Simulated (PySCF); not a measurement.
Structure problem from calculated spectra and properties.

Formula: C6H7F.

- 1H NMR: chemical shifts (computed TMS as zero) by class: 5.94 (1 H), 5.90 (1 H), 5.44 (1 H), 3.08 (2 H), 3.02 (2 H) ppm [GIAO PBE0/pcSseg-1]
- Rotational structure: rotational constants A, B, C: 4.981, 2.428, 1.666 GHz [GFN2-xTB]
- Dipole: 1.78 D [PBE0/def2-SVPD]
- UV, first state: lowest singlet excitation: 5.95 eV (209 nm, f = 0.001) [TDDFT PBE0/def2-SVPD]
- UV, strongest line: among the 6 lowest singlet transitions: S3 at 6.65 eV (187 nm, f = 0.019) [TDDFT PBE0/def2-SVPD]
- 13C NMR: chemical shifts (computed TMS as zero) by class: 167.8 (1 C), 131.8 (1 C), 129.9 (1 C), 106.2 (1 C), 31.4 (1 C), 31.0 (1 C) ppm [GIAO PBE0/pcSseg-1]
- NMR, other nuclei: isotropic shieldings of nuclei other than C and H, by class: 276 (1 F) ppm [GIAO PBE0/pcSseg-1]
- Polarisability: 67.1 au [PBE0/def2-SVPD]

The electronic properties come from PySCF, for the isolated species, density fitting. Levels stand in brackets. Isolated species at its GFN2-xTB geometry, gas phase. NMR classes are plain means over equivalent atoms (diastereotopic ones count apart unless rotation or inversion swaps them), as if these changed places fast.

Q: Give a SMILES that accounts for the data.

A: Numbering: `[F:1][C:2]1=[CH:3][CH2:4][CH:5]=[CH:6][CH2:7]1`. Its formula, C6H7F, gives 3 degrees of unsaturation: 1 ring and 2 π bonds in the structure found. 6 carbons fall into 6 classes; from least to most shielded: vinylic C–F carbon [C2] (167.8 ppm), alkene CH carbon [C5] (131.8 ppm), alkene CH carbon [C6] (129.9 ppm), alkene CH carbon [C3] (106.2 ppm), allylic carbon [C4] (31.4 ppm), allylic carbon [C7] (31.0 ppm). Hydrogen classes from least to most shielded: 1 H on an alkene CH carbon, C5 (5.94 ppm), 1 H on an alkene CH carbon, C6 (5.90 ppm), 1 H on an alkene CH carbon, C3 (5.44 ppm), 2 H on an allylic carbon, C4 (3.08 ppm), 2 H on an allylic carbon, C7 (3.02 ppm). The other shieldings belong to: 276 ppm, vinyl fluorine [F1]. The optimised geometry has point group Cs and is an asymmetric top. Structure: `C1(=CCC=CC1)F`. Computed isomers that give other values at the same levels: `C=C/C=C/C(=C)F` (13C chemical shifts (computed TMS as zero) by class: 173.6 (1 C), 144.3 (1 C), 140.6 (1 C), 130.9 (1 C), 129.3 (1 C), 101.2 (1 C) ppm); `C#CC(F)=C(C)C` (rotational constant A: 4.011 GHz; this holds for the one conformer computed); `FC1=CC[C@@H]2C[C@H]12` (13C chemical shifts (computed TMS as zero) by class: 178.5 (1 C), 104.4 (1 C), 34.0 (1 C), 24.1 (1 C), 18.6 (1 C), 17.2 (1 C) ppm). The assignments are read from this structure; whether some other isomer fits the data as well wasn't checked.
